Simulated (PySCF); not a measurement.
Structure problem from calculated spectra and properties.

Formula: C3H6O2S2Si.

* 1H NMR: chemical shifts (computed TMS as zero) by class: 7.81 (1 H), 6.22 (1 H), 2.82 (2 H), 2.74 (2 H) ppm [GIAO PBE0/pcSseg-1]
* Rotational structure: rotational constants A, B, C: 2.129, 0.940, 0.721 GHz [PBE0-D3(BJ)/def2-SVP]
* Triplet: lowest triplet excitation (Tamm–Dancoff): 5.06 eV [TDA CAM-B3LYP/def2-SVPD]
* Valence photoelectron: vertical ionisation energy: 9.40 eV [ΔSCF CAM-B3LYP/def2-SVPD]
* UV, strongest line: among the 10 lowest singlet transitions: S4 at 6.52 eV (190 nm, f = 0.026) [TDDFT CAM-B3LYP/def2-SVPD]
* Polarisability: 102.6 au [CAM-B3LYP/def2-SVPD]
* 13C NMR: chemical shifts (computed TMS as zero) by class: 166.3 (1 C), 40.4 (2 C) ppm [GIAO PBE0/pcSseg-1]

Gas-phase values; electronic properties from PySCF, density fitting. Levels stand in brackets. Geometry: PBE0-D3(BJ)/def2-SVP, one conformer, isolated molecule. NMR classes are plain means over equivalent atoms (diastereotopic ones count apart unless rotation or inversion swaps them), as if these changed places fast.

Question: What is the compound? Reason from the data.

Answer: Numbering: `[O:1]=[CH:2][O:3][SiH:4]1[S:5][CH2:6][CH2:7][S:8]1`. Its formula, C3H6O2S2Si, gives 2 degrees of unsaturation: 1 ring and 1 π bond in the structure found. 3 carbons fall into 2 classes; from least to most shielded: carbonyl carbon [C2] (166.3 ppm), ring sp3 carbon bound to sulfur [C6/C7] (40.4 ppm, 2 C, up to 2.2 ppm apart in this geometry). Hydrogen classes from least to most shielded: 1 H on a carbonyl carbon, C2 (7.81 ppm), 1 H on an oxygen-bound silicon, Si4 (6.22 ppm), 2 H on 2 like atoms (sp3 carbon bound to sulfur), C6/C7 (2.82 ppm), 2 H on 2 like atoms (sp3 carbon bound to sulfur), C6/C7 (2.74 ppm). The first electron is taken from the HOMO, whose largest Löwdin shares are 0.44 on a sulfur bonded to C and Si, 0.31 on a sulfur bonded to C and Si, 0.07 on an sp3 carbon bound to sulfur and 0.07 on the oxygen-bound silicon. The optimised geometry has point group C1 and is an asymmetric top. Structure: `O=CO[SiH]1SCCS1`. The assignments are read from this structure; whether some other isomer fits the data as well wasn't checked.
